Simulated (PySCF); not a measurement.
C2H8F2Si2, SMILES CC([SiH2]F)[SiH2]F.

Geometry: B3LYP-D3(BJ)/def2-SVP. The structure was generated by enumeration, and PubChem lists no compound with its InChIKey, so it may never have been made. One conformer was computed; it need not be the lowest.

Computed with TDDFT-B3LYP/def2-SVPD (PySCF).

Vertical excitations. Gas-phase values at a fixed geometry.

| state | energy (eV) | λ (nm) | f | main pairs |
|---|---|---|---|---|
| S1 | 6.89 | 180 | 0.035 | HOMO→LUMO 98 % |
| S2 | 7.39 | 168 | 0.010 | HOMO→LUMO+1 95 % |
| S3 | 7.61 | 163 | 0.003 | HOMO−1→LUMO 94 % |
| S4 | 7.72 | 161 | 0.000 | HOMO→LUMO+2 93 % |
| S5 | 7.82 | 158 | 0.005 | HOMO−2→LUMO 85 % |
| S6 | 8.10 | 153 | 0.004 | HOMO−3→LUMO 84 % |
| S7 | 8.25 | 150 | 0.008 | HOMO−1→LUMO+1 89 % |
| S8 | 8.39 | 148 | 0.244 | HOMO→LUMO+3 89 % |
| S9 | 8.50 | 146 | 0.018 | HOMO−1→LUMO+2 61 %, HOMO−2→LUMO+1 27 % |
| S10 | 8.55 | 145 | 0.044 | HOMO−2→LUMO+1 52 %, HOMO−1→LUMO+2 24 %, HOMO→LUMO+5 8 % |
| T1 | 6.56 | 189 | 0 | HOMO→LUMO 97 % |
| T2 | 7.17 | 173 | 0 | HOMO→LUMO+1 87 % |
| T3 | 7.31 | 170 | 0 | HOMO−1→LUMO 75 % |
| T4 | 7.42 | 167 | 0 | HOMO−2→LUMO 72 % |
Triplets are in the Tamm–Dancoff approximation, which puts them higher than full response would, so one can lie above its singlet here.
